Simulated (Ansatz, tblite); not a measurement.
Spin states of the cluster Mg₃Zn⁺, each relaxed with PBE/def2-TZVP in Ansatz. Electronic energies in the gas phase.

The 6-31G sets use Cartesian d functions. The xTB rows come from tblite. LC-ωPBE has ω = 0.4 bohr⁻¹. HSE06 is defined as in plane-wave codes, on full-range PBE exchange. Correlated methods freeze 12 core orbitals; core or outer-core shells of Mg are correlated, in sets that lack core-valence functions. The structure comes from a short search, and lower isomers may exist.

Doublet geometry (Cs within 0.1 Å):

```xyz
4

Mg   -0.864   -1.248    0.681
Mg   -1.186   -0.295   -2.297
Mg    1.398    0.352    2.166
Zn    0.652    1.191   -0.550
```

Quartet geometry (C2v within 0.1 Å):

Cartesian coordinates in Å:
```
Mg -0.979 2.101 0.049
Mg 0.158 0.623 2.227
Mg 0.715 -2.361 -1.966
Zn 0.106 -0.363 -0.310
```

Run but left out: HF/def2-TZVP, MP2/def2-TZVP (doublet: ⟨S²⟩ 1.06, where a pure state has 0.75).

Only these spin states were relaxed. The quartet has other bonds than the doublet, so the gap mixes isomer and spin.

| level | quartet − doublet (kJ/mol) | lowest of these | remarks |
| --- | --- | --- | --- |
| HF/6-31G | 111.4 | doublet | spin-contaminated (⟨S²⟩ 0.98) (doublet), spin-contaminated (⟨S²⟩ 3.96) (quartet) |
| LC-ωPBE/def2-TZVP | 124.7 | doublet | spin-contaminated (⟨S²⟩ 0.89) (doublet), spin-contaminated (⟨S²⟩ 3.89) (quartet) |
| RPA@PBE/def2-TZVP | 144.6 | doublet | – |
| CCSD/def2-TZVP | 140.6 | doublet | spin-contaminated (⟨S²⟩ 1.06) (doublet), spin-contaminated (⟨S²⟩ 4.01) (quartet) |

(1) Estimate the rows for GFN1-xTB, HSE06/def2-TZVP, B2PLYP/def2-TZVP, CCSD(T)/def2-TZVP.

(2) How do the metal–ligand distances follow the spin state?

Results:

(1) 
```tsv
level	quartet − doublet (kJ/mol)	lowest of these	remarks
GFN1-xTB	330.3	doublet	–
HSE06/def2-TZVP	138.3	doublet	–
B2PLYP/def2-TZVP	153.2	doublet	spin-contaminated (⟨S²⟩ 0.83) (doublet)
CCSD(T)/def2-TZVP	141.8	doublet	spin-contaminated (⟨S²⟩ 1.06) (doublet), spin-contaminated (⟨S²⟩ 4.01) (quartet)
```

The xTB methods have no term that favours high spin, so they put low spin too low.

(2) 
```json
{"state": "doublet", "donor atoms": "3", "mean metal–ligand distance (Å)": "3.001", "range (Å)": "2.94–3.12", "Mulliken spin on the metal (PBE0)": "0.02"}
{"state": "quartet", "donor atoms": "3", "mean metal–ligand distance (Å)": "2.702", "range (Å)": "2.67–2.72", "Mulliken spin on the metal (PBE0)": "0.60"}
```

⟨S²⟩ at PBE0/def2-TZVP: doublet 0.79 (pure 0.75), quartet 3.79 (pure 3.75). The unpaired electrons of the doublet sit mostly on the ligands. The unpaired electrons of the quartet sit mostly on the ligands.
